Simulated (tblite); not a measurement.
Species: C6H7NS.
Cartesian coordinates in Å at the GFN2-xTB level; atoms count from 1:
```
atom  x, y, z in Å
N1    -0.744   -2.291    1.670
C2    -0.683   -1.636    0.735
C3    -0.597   -0.774   -0.426
C4    -1.412    0.466   -0.157
C5    -0.911    1.642    0.198
S6     0.767    2.031    0.461
C7     1.499    0.362    0.381
C8     0.873   -0.454   -0.735
H9    -1.038   -1.316   -1.273
H10   -2.482    0.356   -0.257
H11   -1.545    2.502    0.346
H12    2.564    0.515    0.214
H13    1.351   -0.117    1.350
H14    1.431   -1.386   -0.856
H15    0.924    0.105   -1.672
```

All values are computed: GFN2-xTB (tblite) harmonic vibrations without scaling, gas phase. Errors from tens to a few hundred cm⁻¹ against measured bands are possible. One conformer, not necessarily the lowest.

Harmonic wavenumbers (cm⁻¹): 61.9, 134.6, 181.3, 269.9, 339.2, 382.4, 407.6, 529.1, 549.6, 683.9, 688.0, 727.7, 772.6, 853.3, 874.4, 913.5, 930.2, 1010.2, 1036.6, 1112.5, 1117.9, 1154.4, 1204.1, 1243.6, 1262.3, 1268.0, 1296.0, 1331.0, 1443.4, 1467.7, 1661.3, 2404.4, 2906.4, 2969.7, 2978.5, 2989.4, 3009.5, 3073.9, 3098.5.

A = 3130, B = 1364, C = 1206 MHz; mass 125.030 u (most abundant isotopes); point group C1, symmetry number 1.

**Question.** What is the zero-point energy?

**Answer.** Half the sum of the wavenumbers: 25169 cm⁻¹ = 301.09 kJ/mol.

**Question.** Give the ideal-gas entropy at 200 K and 1 bar in the rigid-rotor, harmonic-oscillator model (classical rotation).

**Answer.** Translation 160.78, rotation 114.37, vibration 44.85: S = 320.0 J/(mol K).

**Question.** And Cp and H(200 K) − H(0)?

**Answer.** Cp = 90.93 J/(mol K), of which vibrations give 57.67 (their classical limit is 39 R = 324.3); H(200 K) − H(0) = 11.86 kJ/mol without the zero-point energy, 5.21 from vibrations.

**Question.** What must be added to the electronic energy to get the Gibbs energy at 200 K and 1 bar?

**Answer.** ZPE + [H(200 K) − H(0)] − T·S = 301.09 + 11.86 − 64.00 = 248.95 kJ/mol.

**Question.** Blend soft modes into free rotors: weight 1/[1 + (100 cm⁻¹/ν̃)⁴] for the oscillator and the rest for a rotor with moment μB/(μ + B), μ = h/(8π²ν), B = 10⁻⁴⁴ kg m². What vibrational entropy results?

**Answer.** 42.60 J/(mol K) in place of 44.85, which changes −T·S at 200 K by +0.45 kJ/mol.

**Question.** Which modes carry the vibrational entropy at 200 K?

**Answer.** 61.9 cm⁻¹: 15.11; 134.6 cm⁻¹: 8.90; 181.3 cm⁻¹: 6.67; 269.9 cm⁻¹: 3.99; 339.2 cm⁻¹: 2.69; 382.4 cm⁻¹: 2.11 J/(mol K); the other 33 give 5.37 together.

**Question.** How do the functions run with temperature in this model?

**Answer.** 
| T (K) | S (J/(mol K)) | Cp (J/(mol K)) | H − H(0) (kJ/mol) | G − H(0) (kJ/mol) | ln q(vib) |
| --- | --- | --- | --- | --- | --- |
| 50 | 234.8 | 43.9 | 1.86 | -9.88 | 0.21 |
| 100 | 269.7 | 58.7 | 4.42 | -22.55 | 0.80 |
| 298.15 | 362.9 | 126.5 | 22.52 | -85.67 | 3.87 |
| 373.15 | 394.2 | 152.9 | 33.02 | -114.07 | 5.18 |
| 500 | 444.4 | 190.5 | 54.90 | -167.29 | 7.48 |
| 750 | 532.0 | 241.1 | 109.38 | -289.65 | 12.07 |
| 1000 | 606.1 | 273.2 | 173.96 | -432.18 | 16.45 |

q(vib) and H(0) count from the zero-point level.

Hindered rotation and anharmonicity are outside this model. Other conformers, if any are populated, would add a mixing term that is left out. The structure is chiral; the term R ln 2 for an equal mix with its mirror image is left out.

Run on Arm Neoverse N1, one thread, on a shared host. This covers the Hessian and the dipole derivatives.
